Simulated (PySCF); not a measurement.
## How the functional moves excitation energies

Species: 1,5-pentanediol, C5H12O2.
Geometry (PBE0-D3(BJ)/def2-SVP, Å), atoms numbered from 1 in this order:
```
atom  x, y, z in Å
O1    -2.666    1.134   -0.528
C2    -2.403    0.009    0.271
C3    -1.416   -0.960   -0.365
C4    -0.096   -0.325   -0.782
C5     0.736    0.217    0.371
C6     2.127    0.657   -0.060
O7     2.874   -0.376   -0.652
H8    -3.019    0.823   -1.368
H9    -1.995    0.399    1.217
H10   -3.333   -0.533    0.534
H11   -1.891   -1.423   -1.250
H12   -1.237   -1.790    0.342
H13    0.512   -1.060   -1.333
H14   -0.303    0.498   -1.487
H15    0.231    1.073    0.849
H16    0.833   -0.556    1.159
H17    2.662    1.103    0.802
H18    2.044    1.448   -0.823
H19    2.986   -1.071    0.005
```

Linear-response calculations in the def2-SVPD basis (PySCF; singlets by full response, triplets Tamm–Dancoff, core orbitals frozen in the response; HF means time-dependent Hartree–Fock). 'Strongest' is the level of largest summed f among the singlets computed (10 roots, of which the last may lack a degenerate partner); it can jump between rows when another state enters that window. S1 is the lowest singlet of each run and needn't be the same state throughout; f(S1) is that of one state. The structure is a single PBE0-D3(BJ)/def2-SVP conformer in the gas phase; no vibrational or solvent corrections.

```tsv
functional	kind	S1 (eV)	f(S1)	strongest (eV)	T1 (eV)	HOMO (eV)	gap (eV)	ionisation energy, ΔSCF (eV)
LDA	LDA	6.04	0.013	6.90	5.94	-6.40	6.00	9.81
PBE	GGA	6.01	0.013	6.83	5.88	-6.26	5.97	9.67
B3LYP	global hybrid, 20% exact exchange	6.72	0.006	7.70	6.46	-7.65	7.79	9.97
PBE0	global hybrid, 25% exact exchange	6.97	0.005	7.99	6.68	-7.88	8.34	not settled
BHandHLYP	global hybrid, 50% exact exchange	7.49	0.006	8.78	7.16	-9.45	10.42	not settled
CAM-B3LYP	range-separated hybrid	7.00	0.006	8.28	6.70	-9.37	10.48	10.35
LC-wPBE	range-separated hybrid	7.50	0.007	8.95	7.13	-10.69	12.93	10.52
HF	Hartree–Fock	8.57	0.005	10.07	8.10	-11.81	14.38	not settled
```

Question: What does wB97X-D (range-separated hybrid) give?

Answer: S1 (eV) 7.29, f(S1) 0.007, strongest (eV) 8.56, T1 (eV) 7.05, HOMO (eV) -9.82, gap (eV) 11.97, ionisation energy, ΔSCF (eV) 10.28. S1 runs from 6.01 eV (PBE) to 8.57 eV (HF), a spread of 2.56 eV, while the orbital gap spreads over 8.4 eV. Along PBE (0%), B3LYP (20%), PBE0 (25%), BHandHLYP (50%), HF (100%) S1 rises with the share of exact exchange. −ε(HOMO) comes closest to its own ΔSCF ionisation energy with LC-wPBE (+0.16 eV) and misses most with LDA (-3.41 eV). 'Not settled' means that the ion's SCF failed to converge or may have ended in another state than the lowest.
